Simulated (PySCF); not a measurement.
**Assignment exercise: C7H10**

Atoms are numbered as in `[CH:1]#[C:2][C:3]1([CH3:4])[CH2:5][CH2:6][CH2:7]1` (H(Xn): hydrogen on atom n).

Theory: J couplings at B3LYP/pcJ-1 (without the spin–dipole term), PBE0-D3(BJ)/def2-SVP geometry, shielding tensors at KT3/pcSseg-1 (GIAO), in PySCF 2.14 (one computed conformer, fast rotation and ring inversion assumed for equivalent nuclei, relativity neglected, no solvent).

Shifts are taken against calculated references (same method and geometry level): 13C, 1H against TMS.

Q: Assign these signals to the numbered atoms. 13C{1H} NMR (computed): δ 85.1 (C), 63.7 (CH), 38.7 (CH2), 34.9 (C), 27.7 (CH3), 19.9 (CH2).

A: 
85.1 → C2, alkyne carbon: the triple bond shields along its axis, which puts it between sp3 and sp2 carbons
63.7 → C1, terminal alkyne carbon: the triple bond shields along its axis, which puts it between sp3 and sp2 carbons
38.7 → C5/C7, sp3 CH2 in a ring: aliphatic region, no heteroatom directly attached
34.9 → C3, propargylic quaternary sp3 carbon: aliphatic region, no heteroatom directly attached
27.7 → C4, methyl carbon: saturated and bonded to C and H only
19.9 → C6, sp3 CH2 in a ring: aliphatic region, no heteroatom directly attached

Q: Assign these signals to the numbered atoms. 1H NMR (400 MHz, computed): δ 2.42 (m, 2H), 2.17 (s, 1H), 1.97 (m, 1H), 1.84 (m, 2H), 1.73 (m, 1H), 1.39 (s, 3H).

A: 
2.42 → Hb(C5)/Hb(C7), hydrogen on an sp3 CH2 in a ring
2.17 → H(C1), hydrogen on a terminal alkyne carbon: it lies on the axis of the triple bond, in its shielding cone
1.97 → Ha(C6), hydrogen on an sp3 CH2 in a ring: far from electronegative atoms and π systems
1.84 → Ha(C5)/Ha(C7), hydrogen on an sp3 CH2 in a ring
1.73 → Hb(C6), hydrogen on an sp3 CH2 in a ring: far from electronegative atoms and π systems
1.39 → H(C4), hydrogen on a methyl carbon

Ha(C5)/Ha(C7) and Hb(C6) lie closer than the usual error of such a calculation, so a measured spectrum could show them in the other order.

Splittings below 1 Hz are ignored in the labels, and close J values are merged. Couplings among chemically equivalent protons are left out too, so labels in AA′BB′ or AA′XX′ sets are apparent multiplicities. Unscaled 3J(H,H) at this level run about 10 % above measured values. Shifts are as computed, not scaled to solution data. Of 1211 compounds with measured shifts, 218 miss one by over three times the rms of a fit or turn the order of signals round; such compounds aren't used in these exercises. Only one conformer was computed, so three-bond couplings in flexible chains and rings are approximate.
